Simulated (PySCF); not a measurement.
## Electron correlation in Ru²⁷⁺ (ruthenium, charge +27)

[Ne] 3s2 3p5, 2P determinant. Computed with PySCF 2.14 in an even-tempered Gaussian basis (16 s from 3.4 bohr⁻², ratio 2.5; 11 p from 4.4 bohr⁻², ratio 2.5; 5 d from 21 bohr⁻², ratio 2.7; 4 f from 32 bohr⁻², ratio 2.7), with no relativity, point nucleus. Frozen: 1s2; 15 electrons correlated; the 17 highest virtual orbitals of each spin left out.

MP2 pair energies summed by pair of shells (mhartree):

```tsv
pair	energy	share (%)
2p-2p	-183.97	31.7
3p-3p	-126.36	21.8
2p-3p	-95.63	16.5
3s-3p	-56.78	9.8
2s-2p	-52.73	9.1
2p-3s	-22.18	3.8
2s-3p	-18.35	3.2
2s-2s	-10.19	1.8
3s-3s	-8.69	1.5
2s-3s	-6.01	1.0
```

Total MP2 correlation energy: -580.89 mhartree.

At this charge a non-relativistic calculation is a model, useful for the Z dependence of the correlation energy.
